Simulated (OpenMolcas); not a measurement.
# neutral zinc: effect of the level shift or regulariser

```json
{"Program": "OpenMolcas", "Basis": "ANO-L-VTZP [6s5p3d2f1g]", "Scalar Hamiltonian": "non-relativistic, point nucleus", "Active space": "2 electrons in 4 orbitals (4s 4p)", "State averaging": "2S+1 = 3 even, 3 roots; 2S+1 = 1 even, 1 root; 2S+1 = 3 odd, 3 roots; 2S+1 = 1 odd, 3 roots", "Spin-orbit coupling": "state interaction with AMFI integrals over the reference wave functions, term energies averaged over their components"}
```

Methods on the same reference wave functions:
A. CASSCF
B. SS-CASPT2, IPEA 0.25 Eh, imaginary shift 0.1 Eh (closed shells correlated: 3d)
C. SS-CASPT2, IPEA 0.25 Eh, real shift 0.2 Eh (closed shells correlated: 3d)

Energies in cm⁻¹ above 4s² ¹S₀, the measured ground level; measured values from NIST Handbook of Basic Atomic Spectroscopic Data.

```csv
Level,A,B,C,Measured
4s² ¹S₀,0.0,0.0,0.0,0.0
4s 4p ³P°₀,28203,30845,30837,32311
4s 4p ³P°₁,28376,31018,31009,32501
4s 4p ³P°₂,28725,31367,31359,32890
4s 4p ¹P°₁,50953,50528,50550,46745
```

Deviations, from unrounded energies. A percentage is the sum of absolute deviations over the sum of measured energies, with the sign that they share, or ± where signs differ.

| Against measurement | Levels | A | B | C |
| --- | --- | --- | --- | --- |
| mean absolute deviation (cm-1) | 4 | 4200 | 2100 | 2100 |
| other configurations (%) | 4 | ±11.5 | ±5.7 | ±5.7 |

B, C lie about equally close to measurement and A furthest from it. The largest miss of B in the table is 4s 4p ¹P°₁, by +3800 cm-1. The ranking rests on the paired levels alone, and a cruder setting can come out closer through cancelling errors.

Between B and C the level of the table that moves most is 4s 4p ¹P°₁, by 22 cm-1 (lowest in B, highest in C).

The lowest spin-free term lies below A's lowest term by 0.488 hartree in B, 0.487 hartree in C.

Without dynamic correlation excited terms often stand tens of per cent too high (terms of higher spin than the ground term too low), and those without a measured partner can miss by more than the paired ones (holds for A). Measured partners are found by configuration, term and J. A level has none where our copy of the source lacks it or the pairing is in doubt (some pairs that miss far off the trend of their configuration count as doubtful), and it then counts in no deviation. Levels of configurations outside the active space are missing. The table leaves out levels that lie high or whose names do not pair safely across all columns.

° marks odd parity.
